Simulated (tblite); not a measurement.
C₈H₁₃Al.
Atom-mapped SMILES: `[CH3:1][CH2:2][C:3]#[C:4][Al:5]1[CH2:6][CH2:7][CH2:8][CH2:9]1` (hydrogens: H10, H11, H12 on C1; H13, H14 on C2; H15, H16 on C6; H17, H18 on C7; H19, H20 on C8; H21, H22 on C9)

Computed with GFN2-xTB (tblite), gas phase: L-BFGS steps from a force-field or distance-geometry start until the largest atomic force falls under 0.01 eV/Å.

Step 44: E = -672.7201 eV
```
atom  x, y, z in Å  |  force x, y, z in eV/Å
C1      4.5724    0.3762    0.0662    0.008   0.012  -0.003
C2      3.7413   -0.8869   -0.1566   -0.010  -0.014   0.005
C3      2.3370   -0.6551    0.1230    0.026  -0.020   0.029
C4      1.1736   -0.4461    0.4079   -0.035  -0.002  -0.049
Al5    -0.7281   -0.1160    0.3779    0.037  -0.032  -0.004
C6     -2.3068   -1.3561    0.3346    0.035   0.002   0.003
C7     -3.4482   -0.3275    0.1819   -0.006  -0.022   0.011
C8     -3.0017    0.9040   -0.6266    0.007  -0.005   0.015
C9     -1.7618    1.5590    0.0157    0.029  -0.013   0.021
H10     4.5392    0.6750    1.1106    0.008  -0.001   0.034
H11     4.1867    1.1968   -0.5329   -0.021   0.024  -0.043
H12     5.6062    0.1956   -0.2171    0.047   0.006   0.022
H13     3.8394   -1.2158   -1.1962    0.001  -0.006  -0.010
H14     4.1068   -1.6914    0.4887    0.011  -0.019   0.008
H15    -2.5198   -2.0126    1.1849    0.029  -0.010  -0.011
H16    -2.2798   -2.0201   -0.5416   -0.045   0.037  -0.010
H17    -3.7555    0.0135    1.1740    0.006   0.016   0.017
H18    -4.3222   -0.7782   -0.2957   -0.041   0.004  -0.013
H19    -2.7478    0.5827   -1.6425   -0.015  -0.021   0.007
H20    -3.8356    1.6083   -0.6988   -0.018   0.010  -0.019
H21    -1.3372    2.3043   -0.6645   -0.007   0.011   0.011
H22    -2.0687    2.1097    0.9144   -0.045   0.043  -0.022
```

Step 45: E = -672.7209 eV
```
atom  x, y, z in Å  |  force x, y, z in eV/Å
C1      4.5735    0.3770    0.0682    0.005  -0.002  -0.006
C2      3.7443   -0.8877   -0.1574   -0.019  -0.002   0.012
C3      2.3380   -0.6552    0.1152    0.031  -0.022   0.031
C4      1.1735   -0.4432    0.3935   -0.022  -0.011  -0.048
Al5    -0.7295   -0.1176    0.3729    0.056  -0.035  -0.009
C6     -2.3070   -1.3581    0.3333   -0.003   0.015  -0.001
C7     -3.4496   -0.3293    0.1835   -0.015  -0.001   0.017
C8     -3.0049    0.9053   -0.6227    0.003  -0.009   0.007
C9     -1.7609    1.5584    0.0151    0.010  -0.010   0.012
H10     4.5263    0.6820    1.1105    0.010  -0.002   0.027
H11     4.1988    1.1950   -0.5413   -0.028   0.016  -0.041
H12     5.6105    0.1919   -0.1998    0.052   0.010   0.024
H13     3.8473   -1.2183   -1.1966    0.005  -0.005   0.019
H14     4.1082   -1.6894    0.4939   -0.005  -0.005  -0.020
H15    -2.5201   -2.0141    1.1838    0.035  -0.015  -0.007
H16    -2.2831   -2.0219   -0.5430   -0.042   0.034  -0.014
H17    -3.7555    0.0111    1.1763    0.015   0.013   0.028
H18    -4.3276   -0.7780   -0.2907   -0.005   0.008  -0.019
H19    -2.7553    0.5872   -1.6405   -0.008  -0.029   0.001
H20    -3.8393    1.6099   -0.6920   -0.010   0.007  -0.005
H21    -1.3362    2.3013   -0.6680   -0.009   0.006   0.007
H22    -2.0616    2.1132    0.9131   -0.055   0.038  -0.015
```

Step 46: E = -672.7218 eV
```
atom  x, y, z in Å  |  force x, y, z in eV/Å
C1      4.5741    0.3775    0.0695    0.003  -0.010  -0.006
C2      3.7463   -0.8888   -0.1575   -0.012   0.010   0.015
C3      2.3389   -0.6562    0.1103    0.024  -0.017   0.028
C4      1.1731   -0.4401    0.3803    0.004  -0.023  -0.043
Al5    -0.7303   -0.1189    0.3700    0.049  -0.024  -0.013
C6     -2.3071   -1.3596    0.3321   -0.040   0.024  -0.006
C7     -3.4510   -0.3307    0.1855   -0.018   0.023   0.022
C8     -3.0065    0.9055   -0.6196   -0.004  -0.010  -0.003
C9     -1.7605    1.5585    0.0164   -0.014  -0.003   0.004
H10     4.5186    0.6860    1.1108    0.009  -0.003   0.015
H11     4.2057    1.1944   -0.5462   -0.028   0.001  -0.033
H12     5.6133    0.1903   -0.1889    0.047   0.012   0.023
H13     3.8526   -1.2209   -1.1966    0.008  -0.002   0.041
H14     4.1099   -1.6882    0.4978   -0.018   0.006  -0.040
H15    -2.5201   -2.0171    1.1814    0.038  -0.018  -0.002
H16    -2.2859   -2.0214   -0.5454   -0.036   0.028  -0.020
H17    -3.7545    0.0100    1.1791    0.021   0.008   0.030
H18    -4.3329   -0.7773   -0.2857    0.033   0.012  -0.017
H19    -2.7580    0.5883   -1.6379   -0.002  -0.034  -0.002
H20    -3.8415    1.6099   -0.6902    0.003   0.001   0.011
H21    -1.3352    2.2989   -0.6693   -0.009  -0.004   0.003
H22    -2.0594    2.1192    0.9113   -0.057   0.024  -0.009
```

Question: Estimate the geometry and energy of step 47. (The exact step hangs on the optimiser's Hessian estimate; all steps are aligned on step 46, rigid shifts and turns removed.)

Answer: E = -672.7228 eV, largest force 0.070 eV/Å
```
atom  x, y, z in Å  |  force x, y, z in eV/Å
C1      4.5743    0.3780    0.0701    0.005  -0.011  -0.001
C2      3.7477   -0.8900   -0.1571    0.007   0.021   0.016
C3      2.3399   -0.6579    0.1077    0.010  -0.007   0.019
C4      1.1723   -0.4368    0.3667    0.035  -0.037  -0.032
Al5    -0.7307   -0.1200    0.3691    0.020   0.000  -0.018
C6     -2.3075   -1.3606    0.3311   -0.064   0.026  -0.010
C7     -3.4525   -0.3315    0.1883   -0.013   0.042   0.024
C8     -3.0066    0.9047   -0.6172   -0.012  -0.007  -0.010
C9     -1.7608    1.5593    0.0195   -0.039   0.005  -0.003
H10     4.5152    0.6873    1.1115    0.005  -0.002  -0.003
H11     4.2082    1.1946   -0.5486   -0.021  -0.023  -0.016
H12     5.6154    0.1906   -0.1828    0.028   0.014   0.020
H13     3.8561   -1.2237   -1.1958    0.009   0.000   0.053
H14     4.1115   -1.6877    0.5009   -0.023   0.010  -0.049
H15    -2.5194   -2.0217    1.1776    0.036  -0.016   0.003
H16    -2.2887   -2.0186   -0.5490   -0.029   0.021  -0.027
H17    -3.7524    0.0102    1.1828    0.021   0.003   0.027
H18    -4.3379   -0.7759   -0.2805    0.065   0.017  -0.009
H19    -2.7566    0.5860   -1.6348    0.002  -0.037  -0.001
H20    -3.8423    1.6085   -0.6923    0.016  -0.004   0.023
H21    -1.3339    2.2968   -0.6690   -0.008  -0.017  -0.002
H22    -2.0617    2.1279    0.9089   -0.051   0.001  -0.005
```

The energy changes by -0.0010 eV. The first-order estimate −F·Δx gives -0.0014 eV and the mean of the old and new forces, exact on a quadratic surface, -0.0010 eV. The step makes an angle of 72° with the force vector and moves no atom by more than 0.014 Å.

The cost below is that of the whole relaxation. The run took 1.2 s on one thread of an Arm Neoverse V1, on a shared host.
